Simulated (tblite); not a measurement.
Compound: C8H15F.
Geometry (GFN2-xTB, Å), atoms numbered from 1 in this order:
```
atom  x, y, z in Å
C1     2.9635   -0.3911   -0.4248
C2     1.9276    0.5978    0.0981
C3     0.4861    0.2507   -0.2905
C4     0.0230   -1.0680    0.3325
C5    -1.4244   -1.3782   -0.0382
C6    -2.3329   -0.2417    0.4087
F7    -3.6405   -0.5254    0.0463
C8    -1.9037    1.0728   -0.2277
C9    -0.4562    1.3770    0.1451
H10    3.9661   -0.0288   -0.2090
H11    2.8686   -0.5125   -1.5016
H12    2.8517   -1.3653    0.0435
H13    2.0011    0.6555    1.1866
H14    2.1596    1.5889   -0.2998
H15    0.4356    0.1565   -1.3810
H16    0.6573   -1.8861   -0.0094
H17    0.1133   -1.0022    1.4195
H18   -1.5193   -1.4945   -1.1200
H19   -1.7464   -2.3107    0.4287
H20   -2.3428   -0.1583    1.5038
H21   -2.5621    1.8763    0.1071
H22   -2.0038    0.9862   -1.3118
H23   -0.1517    2.3160   -0.3215
H24   -0.3815    1.5049    1.2280
```

Level: GFN2-xTB in tblite, geometry and Hessian alike; calculated harmonic values, unscaled, isolated species. Errors from tens to a few hundred cm⁻¹ against measured bands are possible. One conformer, not necessarily the lowest.

Harmonic wavenumbers (cm⁻¹): 67.2, 96.0, 191.1, 208.4, 221.4, 258.2, 314.8, 337.1, 405.0, 448.1, 466.9, 475.1, 576.6, 800.2, 819.6, 836.1, 898.6, 932.9, 958.8, 980.4, 995.6, 1033.1, 1047.7, 1064.4, 1085.3, 1094.1, 1123.6, 1134.5, 1164.7, 1175.6, 1214.1, 1226.9, 1234.6, 1265.4, 1282.3, 1291.8, 1296.2, 1314.6, 1338.8, 1349.4, 1353.0, 1361.4, 1368.3, 1416.8, 1479.7, 1486.8, 1490.7, 1494.9, 1498.8, 1504.8, 1512.0, 2898.3, 2928.1, 2962.4, 2963.5, 2969.3, 2977.1, 2979.2, 2983.0, 2986.7, 2992.4, 2994.4, 3000.9, 3032.9, 3035.6, 3046.6.

A = 3765, B = 861.6, C = 744.3 MHz; mass 130.116 u (most abundant isotopes); point group C1, symmetry number 1.

Problem. Zero-point energy?

Solution. ½Σν̃ = 47371 cm⁻¹ = 135.44 kcal/mol.

Problem. What is S at 298.15 K and 1 bar for an ideal gas of classical rigid rotors and harmonic oscillators?

Solution. Translation 40.53, rotation 29.28, vibration 24.11: S = 93.9 cal/(mol K).

Problem. And Cp and H(298.15 K) − H(0)?

Solution. Cp = 38.03 cal/(mol K), of which vibrations give 30.08 (their classical limit is 66 R = 131.2); H(298.15 K) − H(0) = 6.47 kcal/mol without the zero-point energy, 4.10 from vibrations.

Problem. Which modes carry the vibrational entropy at 298.15 K?

Solution. 67.2 cm⁻¹: 4.23; 96.0 cm⁻¹: 3.53; 191.1 cm⁻¹: 2.22; 208.4 cm⁻¹: 2.06; 221.4 cm⁻¹: 1.95; 258.2 cm⁻¹: 1.67 cal/(mol K); the other 60 give 8.45 together.

Problem. What must be added to the electronic energy to get the Gibbs energy at 298.15 K and 1 bar?

Solution. ZPE + [H(298.15 K) − H(0)] − T·S = 135.44 + 6.47 − 28.00 = 113.91 kcal/mol.

Problem. How do the functions run with temperature in this model?

Solution. 
| T (K) | S (cal/(mol K)) | Cp (cal/(mol K)) | H − H(0) (kcal/mol) | G − H(0) (kcal/mol) | ln q(vib) |
| --- | --- | --- | --- | --- | --- |
| 50 | 57.2 | 11.2 | 0.45 | -2.41 | 0.23 |
| 100 | 66.6 | 16.6 | 1.15 | -5.51 | 0.98 |
| 373.15 | 103.5 | 47.7 | 9.69 | -28.93 | 6.99 |
| 500 | 119.6 | 62.9 | 16.73 | -43.09 | 10.17 |
| 750 | 149.7 | 85.2 | 35.45 | -76.82 | 16.72 |
| 1000 | 176.3 | 99.8 | 58.70 | -117.64 | 23.23 |

q(vib) and H(0) count from the zero-point level.

Problem. Blend soft modes into free rotors: weight 1/[1 + (100 cm⁻¹/ν̃)⁴] for the oscillator and the rest for a rotor with moment μB/(μ + B), μ = h/(8π²ν), B = 10⁻⁴⁴ kg m². What vibrational entropy results?

Solution. 22.98 cal/(mol K) in place of 24.11, which changes −T·S at 298.15 K by +0.34 kcal/mol.

Hindered rotation and anharmonicity are outside this model. Other conformers, if any are populated, would add a mixing term that is left out. The structure is chiral; the term R ln 2 for an equal mix with its mirror image is left out.

Hardware: x86-64 server, one thread (shared host). This covers the Hessian and the dipole derivatives.
